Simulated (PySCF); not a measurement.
Se(I)(NH2), SMILES I[Se]N (H2INSe) (B3LYP/def2-SVP optimised geometry):

```
5

Se    -1.053    -1.127     0.000
I      1.582    -1.127     0.000
N     -1.582     0.593     0.000
H     -1.398     1.127    -0.847
H     -1.398     1.127     0.847
```

Method: B3LYP/def2-TZVP, def2 effective core potentials past Kr (PySCF 2.14.0).

What are the frontier orbital energies and the dipole moment?

HOMO-2 -7.92 eV, HOMO-1 -7.30 eV, HOMO -6.36 eV, LUMO -2.85 eV, LUMO+1 -0.81 eV; dipole moment 2.21 D.

On the same geometry PBE/def2-TZVP, def2 effective core potentials past Kr (PySCF 2.14.0) gives HOMO-2 -6.93 eV, HOMO-1 -6.39 eV, HOMO -5.43 eV, LUMO -3.35 eV, LUMO+1 -1.47 eV; dipole moment 2.36 D.
